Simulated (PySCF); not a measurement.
## Computed structure and properties of [Ce(NH2)2]+

System: [Ce(NH2)2]+ (singlet in the valence; each metal's 4f electrons, 1 of them, lie in its core potential, out of spins and levels); start: displaced along the imaginary mode (Cs). Method: PySCF 2.14.0, RKS PBE0, Ce lcecp-1-SVP with ECP47, N def2-SVP, H def2-SVP; non-relativistic Hamiltonian with scalar-relativistic core potentials where named; density fitting; no spin-orbit coupling.

Input of the relaxation:

```python
mol = gto.M(atom='''
Ce     0.00000     0.00371    -0.25030
N      1.77305    -0.02095     1.03255
H      2.01515    -0.79475     1.70686
H      2.32961     0.82831     1.31959
N     -1.77305    -0.02095     1.03255
H     -2.32961     0.82831     1.31959
H     -2.01515    -0.79475     1.70686''',
    basis={'Ce': 'lcecp-1-SVP', 'N': 'def2-SVP', 'H': 'def2-SVP'},
    ecp={'Ce': 'lcecp-1-SVP'},
    charge=1, spin=0)
mf = dft.RKS(mol, xc='PBE0')
mf.grids.atom_grid = (50, 194)  # f atoms: unpruned, at least (60, 302)
mf = mf.density_fit()  # fitting sets: Ce AutoAux, N def2-universal-JKFIT, H def2-universal-JKFIT
mf.conv_tol = 1e-08; mf.max_cycle = 55
mf.kernel(dm0)  # dm0: converged density of the start geometry
# quasi-Newton relaxation in Cartesian coordinates to a largest gradient under 0.00045 Eh/bohr, steps kept in the point group
```

Run from Python with OMP_NUM_THREADS=2; the lines above give its settings. Where DIIS fails, smearing, a level shift and second-order steps follow.
It took 66 s on 2 threads of Arm Neoverse N1 (shared host), from the converged density of the start.

Course of the relaxation:

```csv
step,energy above end (eV),largest force component within the symmetry (eV/Å)
0,0.5489,1.145
1,0.4029,0.253
2,0.2966,0.742
3,0.2545,1.009
4,0.1660,0.431
5,0.1566,1.179
6,0.0844,0.225
7,0.0577,0.295
11,0.0037,0.118
12,0.0018,0.095
13,0.0010,0.059
14,0.0005,0.053
15,0.0001,0.023
16,0.0000,0.014
```
(The steps between are left out.)

Relaxed geometry (C2v):

```xyz
7

Ce    0.0000    0.7643    0.0152
N     1.7361    0.0280    1.0907
H     1.6829   -0.5525    1.9334
H     2.7334    0.1568    0.9021
N    -1.7361    0.0280    1.0907
H    -2.7334    0.1568    0.9021
H    -1.6829   -0.5525    1.9334
```

| contact | Å |
| --- | --- |
| Ce1–N2 (NH2) | 2.171 |
| Ce1–N5 (NH2) | 2.171 |

On the finer grid (75, 302):

```
HOMO                                                          : -11.41 eV
LUMO                                                          : -6.19 eV
Dipole about the centre of mass                               : 2.88 D
Set of Mulliken populations of Ce1 outside the core potential : s 2.12, p 6.09, d 1.43, f 0.07
D3(BJ) dispersion energy (not in the energies)                : -0.098 eV
```

```csv
atom,Mulliken (e),Löwdin (e),spin (e)
Ce1,1.29,1.12,0.00
N2,-0.50,-0.27,0.00
H3,0.18,0.10,0.00
H4,0.18,0.10,0.00
N5,-0.50,-0.27,0.00
H6,0.18,0.10,0.00
H7,0.18,0.10,0.00
```

The 4f levels lie in the core potential and are missing. Their spin isn't counted.

On the grid (50, 194), as all that follows. Harmonic modes: a minimum; lowest 124 cm⁻¹ (negative: unstable), highest 3596 cm⁻¹, zero-point energy 1.306 eV.

Taking off one NH2 (charge -1, singlet; the rest: singlet) in vacuum, both parts rigid, costs 16.39 eV; the small basis without counterpoise inflates it. Most of it is the attraction of opposite charges; other ways to part are cheaper, and one spin state was tried for the rest.

Rigid scan of NH2 along the line from its metal:

```tsv
distance to N2 (Å)	energy (eV)
1.87	1.208
1.97	0.469
2.07	0.103
2.17	0.000
2.27	0.081
2.37	0.288
2.57	0.916
2.87	2.045
3.27	3.433
3.77	4.691
```

One start shape was tried, so this needn't be the lowest isomer.

An lcecp potential fixes the number of 4f electrons, so in runs with it no electron can move into or out of that shell.
